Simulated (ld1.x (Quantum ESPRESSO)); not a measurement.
## Transferability test, TM potential for tellurium

tellurium (Te), norm-conserving Troullier–Martins (Kleinman–Bylander form), made with ld1.x (Quantum ESPRESSO) 7.5 (LDA (PZ), scalar-relativistic). Core [Kr], reference 4d10 5s1.5 5p4.5. Waves: 5s (bound): rc 1.70 bohr; 5p (bound): rc 1.60 bohr; 4d (bound): rc 1.50 bohr. Local part: all-electron potential smoothed inside 1.20 bohr (lloc = -1). Core correction: none.

Energies are relative to the spin-unpolarised reference configuration 4d10 5s1.5 5p4.5; without spin polarisation the order of configurations can differ from experiment. Spin-polarised rows fill each open shell by Hund’s rule, majority spin first. The frozen-core shift is the all-electron ΔE with the core orbitals held at their reference shape minus the fully relaxed ΔE.

(1) Give the all-electron excitation energy and the error of the potential for: 4d10 5s2 5p4; 4d10 5s2 5p3; 4d10 5s2 5p2; 4d10 5s2 5p3.5; 4d10 5s2 5p0; 4d10 5s1 5p4; 4d10 5s0 5p6; 4d10 5s1.5 5p4.5 (spin-polarised); 4d10 5s2 5p4 (spin-polarised).

Note: ghost states, extra bound levels that the all-electron valence spectrum of the same l lacks: s at -203.0 eV, p at -40.9 eV. A true bound ghost makes a file unfit for plane-wave use.

## Answers

(1)

```json
{"valence configuration": "4d10 5s2 5p4", "charge": "0", "ΔE all-electron (eV)": "-4.649", "error AE − PS (meV)": "+0.3", "frozen-core shift (meV)": "+0.1"}
{"valence configuration": "4d10 5s2 5p3", "charge": "+1", "ΔE all-electron (eV)": "5.266", "error AE − PS (meV)": "-3.1", "frozen-core shift (meV)": "+2.0"}
{"valence configuration": "4d10 5s2 5p2", "charge": "+2", "ΔE all-electron (eV)": "23.440", "error AE − PS (meV)": "-10.0", "frozen-core shift (meV)": "+6.2"}
{"valence configuration": "4d10 5s2 5p3.5", "charge": "+0.5", "ΔE all-electron (eV)": "-0.665", "error AE − PS (meV)": "-0.6", "frozen-core shift (meV)": "+0.9"}
{"valence configuration": "4d10 5s2 5p0", "charge": "+4", "ΔE all-electron (eV)": "87.578", "error AE − PS (meV)": "+35", "frozen-core shift (meV)": "+31"}
{"valence configuration": "4d10 5s1 5p4", "charge": "+1", "ΔE all-electron (eV)": "15.197", "error AE − PS (meV)": "-7.1", "frozen-core shift (meV)": "+2.1"}
{"valence configuration": "4d10 5s0 5p6", "charge": "0", "ΔE all-electron (eV)": "14.266", "error AE − PS (meV)": "-3.8", "frozen-core shift (meV)": "+0.5"}
{"valence configuration": "4d10 5s1.5 5p4.5 (spin-polarised)", "charge": "0", "ΔE all-electron (eV)": "-0.499", "error AE − PS (meV)": "+12", "frozen-core shift (meV)": "+0.4"}
{"valence configuration": "4d10 5s2 5p4 (spin-polarised)", "charge": "0", "ΔE all-electron (eV)": "-5.129", "error AE − PS (meV)": "+6.3", "frozen-core shift (meV)": "+0.3"}
```
